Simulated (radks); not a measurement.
Question: These are the eigenvalues of the occupied orbitals of an atom or ion with whole-number occupations (eV). Calculated with a radial shooting solver on a logarithmic mesh with Libxc functionals: scalar-relativistic Kohn-Sham, LB94 model potential, spin-polarised, spherical densities, finite nucleus; Fermi nuclear charge, rms radius of each element as measured or else 0.836 A^(1/3) + 0.57 fm.

1s up: -48179.37
1s down: -48178.09
2s up: -8961.407
2s down: -8960.795
2p up: -8144.352
2p down: -8143.882
3s down: -2906.397
3s up: -2906.100
3p down: -2649.910
3p up: -2649.479
3d down: -2309.806
3d up: -2309.568
4s up: -1396.238

Which element is it, and in what charge state? The configuration may be excited. Open shells, if any, are filled with parallel spins first.

Answer: Z = 62, samarium, charge +33: Sm33+ in [Ar] 3d10 4s1. The list shows which subshells hold electrons but not how many an open one holds; the 1s level, -1770.6 hartree, gives Z - s = 59.5 by -(Z - s)^2/2, which with screening and relativity narrows Z to a few neighbours, and the depths of the outer levels then fix element, charge and occupations together.
